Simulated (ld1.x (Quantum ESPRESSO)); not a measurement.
# Logarithmic derivatives: Sc (Z = 21), PAW

- Element: scandium
- Generator: ld1.x (Quantum ESPRESSO) 7.5
- Type: PAW
- Functional: PBE
- Relativity: scalar-relativistic
- Frozen core: [Ar]
- Valence charge: 3
- Reference configuration: 3d1 4s2 4p0
- Partial waves: 4s (bound): rcut 2.45, rcutus 3.15 bohr; 4s channel at 1.55 Ry: rcut 2.45, rcutus 3.15 bohr; 4p (bound, empty): rcut 2.50, rcutus 2.90 bohr; 4p channel at 0.3 Ry: rcut 2.50, rcutus 2.90 bohr; 3d (bound): rcut 1.60, rcutus 2.20 bohr; 3d channel at 5.15 Ry: rcut 1.60, rcutus 2.20 bohr
- Local potential: all-electron potential smoothed inside 1.85 bohr (lloc = -1)
- Core correction: Bessel-smoothed model core inside 1.05 bohr
- Augmentation charge: PSQ, radius 1.50 bohr

The phase is arctan(r·u′/u) with u = r·R(r), unwrapped; energies in Ry, scanned from -2 to 5 Ry. A pole is an energy at which the radial function vanishes at the test radius. The pseudo phase is shifted by a multiple of π to meet the all-electron one at the reference energy, and phase errors are pseudo minus all-electron; the curves can meet again beyond the range given. Levels narrower than the energy grid can be missing from the lists of poles. Where the grid stepped over a known ghost or core level, its pole and its step of π were put in at the level’s energy. n/a: not evaluated, since a narrow level or a reset projector energy made the automatic matching unsafe.

For each channel, where are the poles, and over which energies does the pseudopotential scatter like the atom?

```
channel  radius (bohr)  reference energy (Ry)  poles, all-electron  poles, pseudo  unbroken range about the reference energy with phases within 0.05 rad  phase error 1 Ry above the reference energy (rad)
      s           3.40                  -0.31                 0.80    -0.82, 0.80                                                             above -0.8                                             +0.000
      p           3.40                  -0.11                 1.46           1.47                                                                    n/a                                                n/a
      d           3.40                  -0.24          -0.11, 2.58    -0.11, 2.57                                                        the whole range                                             -0.009
```

Note: ghost states, extra bound levels that the all-electron valence spectrum of the same l lacks: p at -17.7 eV, s at -11.2 eV. A true bound ghost makes a file unfit for plane-wave use.

Phases in the s channel:

```csv
E (Ry),all-electron,pseudo
-2.00,1.319,4.460
-1.76,1.294,4.434
-1.52,1.260,4.399
-1.28,1.210,4.349
-1.04,1.130,4.267
-0.80,0.982,1.012
-0.56,0.637,0.638
-0.32,-0.236,-0.236
-0.08,-1.017,-1.016
0.16,-1.315,-1.314
0.40,-1.451,-1.451
0.64,-1.531,-1.531
0.88,-1.587,-1.587
1.12,-1.633,-1.633
1.36,-1.675,-1.675
1.60,-1.720,-1.720
1.84,-1.772,-1.772
2.08,-1.841,-1.842
2.32,-1.950,-1.951
2.56,-2.156,-2.159
2.80,-2.646,-2.663
3.04,-3.564,-3.598
3.28,-4.126,-4.148
3.52,-4.354,-4.370
3.76,-4.468,-4.481
4.00,-4.537,-4.548
4.24,-4.582,-4.594
4.48,-4.616,-4.628
4.72,-4.642,-4.656
4.96,-4.664,-4.679
```
